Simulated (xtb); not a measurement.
anisole (C7H8O), singlet, from a rough starting geometry; GFN2-xTB (xtb 6.7.1).

The xtb input:
```
$ xtb mol.xyz --gfn 2 --opt vtight --json

# file mol.xyz
16

C     -2.65805112     0.13265789    -0.25033004
O     -1.55911754    -0.49299334    -0.72672586
C     -0.32054785    -0.30542857    -0.38911059
C      0.70111960    -0.99648254    -0.90347710
C      1.96015324    -0.82847661    -0.59757137
C      2.29860513     0.08903886     0.36707185
C      1.28949635     0.87400780     1.02301500
C     -0.04474865     0.65367714     0.65655099
H     -3.56459382    -0.24696501    -0.68890687
H     -2.80238571     0.02332130     0.88104325
H     -2.58503681     1.25649583    -0.41111799
H      0.43453635    -1.74102730    -1.62603315
H      2.79036152    -1.36278700    -0.97666977
H      3.33527232     0.30583513     0.67963551
H      1.50333523     1.59277269     1.78057703
H     -0.77605660     1.20061346     1.10806156
```

Question: Predict the main parts of the log of this xtb run.

Answer: 
```
   ID    Z sym.   atoms
    1    6 C      1, 3-8
    2    8 O      2
    3    1 H      9-16

           -------------------------------------------------
          |                Calculation Setup                |
           -------------------------------------------------

           -------------------------------------------------
          |                 G F N 2 - x T B                 |
           -------------------------------------------------

          ...................................................
          :                      SETUP                      :
          :.................................................:
          :  # basis functions                  40          :
          :  # atomic orbitals                  40          :
          :  # shells                           24          :
          :  # electrons                        42          :
          :  max. iterations                   250          :
          :  Hamiltonian                  GFN2-xTB          :
          :  restarted?                      false          :
          :  GBSA solvation                  false          :
          :  PC potential                    false          :
          :  electronic temp.          300.0000000     K    :
          :  accuracy                    1.0000000          :
          :  -> integral cutoff          0.2500000E+02      :
          :  -> integral neglect         0.1000000E-07      :
          :  -> SCF convergence          0.1000000E-05 Eh   :
          :  -> wf. convergence          0.1000000E-03 e    :
          :  Broyden damping             0.4000000          :
          :  net charge                          0          :
          :  unpaired electrons                  0          :
          ...................................................

 iter      E             dE          RMSdq      gap      omega  full diag
   1    -23.4432554 -0.234433E+02  0.404E+00    4.11       0.0  T
   2    -23.4742570 -0.310016E-01  0.243E+00    4.22       1.0  T
   3    -23.4719227  0.233424E-02  0.112E+00    4.16       1.0  T
   4    -23.4775725 -0.564982E-02  0.369E-01    4.22       1.0  T
   5    -23.4785255 -0.952918E-03  0.841E-02    4.23       1.0  T
   6    -23.4785492 -0.237596E-04  0.465E-02    4.22       1.0  T
   7    -23.4785551 -0.588043E-05  0.182E-02    4.22       1.4  T
   8    -23.4785559 -0.805668E-06  0.547E-03    4.22       4.6  T
   9    -23.4785562 -0.337177E-06  0.174E-03    4.22      14.4  T
  10    -23.4785563 -0.140874E-07  0.755E-04    4.22      33.1  T
  11    -23.4785563 -0.925436E-09  0.360E-04    4.22      69.5  T

   *** convergence criteria satisfied after 11 iterations ***

         :::::::::::::::::::::::::::::::::::::::::::::::::::::
         ::                     SUMMARY                     ::
         :::::::::::::::::::::::::::::::::::::::::::::::::::::
         :: total energy             -23.080846297356 Eh    ::
         :: gradient norm              0.229809593347 Eh/a0 ::
         :: HOMO-LUMO gap              4.223144846862 eV    ::
         ::.................................................::
         :: SCC energy               -23.478544237308 Eh    ::
         :: -> isotropic ES            0.013125887475 Eh    ::
         :: -> anisotropic ES          0.004014569990 Eh    ::
         :: -> anisotropic XC          0.008220410192 Eh    ::
         :: -> dispersion             -0.011659271113 Eh    ::
         :: repulsion energy           0.397697939952 Eh    ::
         :: add. restraining           0.000000000000 Eh    ::
         :: total charge              -0.000000000000 e     ::
         :::::::::::::::::::::::::::::::::::::::::::::::::::::

      -----------------------------------------------------------
     |                   =====================                   |
     |                        A N C O P T                        |
     |                   =====================                   |
[...]
 * total energy  :   -23.0808463 Eh     change       -0.6192344E-09 Eh
 * total energy  :   -23.1066467 Eh     change       -0.2580044E-01 Eh
 * total energy  :   -23.1126441 Eh     change       -0.5997337E-02 Eh
 * total energy  :   -23.1130797 Eh     change       -0.4356765E-03 Eh
 * total energy  :   -23.1131805 Eh     change       -0.1007838E-03 Eh
 * total energy  :   -23.1131921 Eh     change       -0.1157927E-04 Eh
 * total energy  :   -23.1131943 Eh     change       -0.2206685E-05 Eh
 * total energy  :   -23.1131949 Eh     change       -0.5479042E-06 Eh
 * total energy  :   -23.1131950 Eh     change       -0.1172563E-06 Eh
 * total energy  :   -23.1131950 Eh     change       -0.4527963E-07 Eh
   *** GEOMETRY OPTIMIZATION CONVERGED AFTER 10 ITERATIONS ***
         :: total energy             -23.113195027649 Eh    ::
[...]
       ...                                ...                  ...
        40                          0.6764468              18.4071
      -------------------------------------------------------------
                  HL-Gap            0.1567529 Eh            4.2655 eV
             Fermi-level           -0.2988402 Eh           -8.1319 eV

     #   Z          covCN         q      C6AA      α(0)
     1   6 C        3.644     0.039    20.247     6.468
     2   8 O        1.705    -0.272    18.517     5.810
     3   6 C        2.866     0.143    24.876     8.176
     4   6 C        2.921    -0.054    29.348     8.884
     5   6 C        2.920    -0.029    28.731     8.790
     6   6 C        2.918    -0.042    29.048     8.838
     7   6 C        2.922    -0.031    28.774     8.797
     8   6 C        2.917    -0.067    29.659     8.931
     9   1 H        0.925     0.060     2.197     2.318
    10   1 H        0.924     0.039     2.466     2.456
    11   1 H        0.924     0.039     2.466     2.456
    12   1 H        0.926     0.046     2.375     2.410
    13   1 H        0.926     0.035     2.516     2.481
    14   1 H        0.926     0.031     2.570     2.507
    15   1 H        0.926     0.032     2.565     2.504
    16   1 H        0.926     0.032     2.559     2.501

 Mol. C6AA /au·bohr⁶  :       2834.143460
 Mol. C8AA /au·bohr⁸  :      66923.545803
 Mol. α(0) /au        :         84.325101

Wiberg/Mayer (AO) data.
largest (>0.10) Wiberg bond orders for each atom

 ---------------------------------------------------------------------------
     #   Z sym  total        # sym  WBO       # sym  WBO       # sym  WBO
 ---------------------------------------------------------------------------
     1   6 C    3.948 --     2 O    0.987     9 H    0.980    11 H    0.977
                            10 H    0.977
     2   8 O    2.228 --     3 C    1.058     1 C    0.987
     3   6 C    3.934 --     8 C    1.380     4 C    1.350     2 O    1.058
     4   6 C    3.988 --     5 C    1.471     3 C    1.350    12 H    0.969
                             7 C    0.111
     5   6 C    3.992 --     4 C    1.471     6 C    1.418    13 H    0.971
                             8 C    0.104
     6   6 C    3.992 --     7 C    1.449     5 C    1.418    14 H    0.972
     7   6 C    3.992 --     6 C    1.449     8 C    1.435    15 H    0.971
                             4 C    0.111
     8   6 C    3.988 --     7 C    1.435     3 C    1.380    16 H    0.967
                             5 C    0.104
     9   1 H    0.996 --     1 C    0.980
    10   1 H    0.998 --     1 C    0.977
    11   1 H    0.998 --     1 C    0.977
    12   1 H    0.998 --     4 C    0.969
    13   1 H    0.998 --     5 C    0.971
    14   1 H    0.999 --     6 C    0.972
    15   1 H    0.999 --     7 C    0.971
    16   1 H    0.999 --     8 C    0.967
 ---------------------------------------------------------------------------

Topologies differ in total number of bonds
Writing topology from bond orders to xtbtopo.mol

molecular dipole:
                 x           y           z       tot (Debye)
 q only:       -0.244       0.236       0.198
   full:       -0.320       0.346       0.297       1.415
molecular quadrupole (traceless):
                xx          xy          yy          xz          yz          zz
 q only:        3.807      -1.998      -1.682      -1.126       0.462      -2.125
  q+dip:        4.380      -2.394      -1.910      -1.125       2.561      -2.470
   full:        3.859      -2.402      -1.652      -1.459       0.854      -2.207

optimized geometry written to: xtbopt.xyz

           -------------------------------------------------
          | TOTAL ENERGY              -23.113195027649 Eh   |
          | GRADIENT NORM               0.000079404536 Eh/α |
          | HOMO-LUMO GAP               4.265464098894 eV   |
           -------------------------------------------------

normal termination of xtb
```
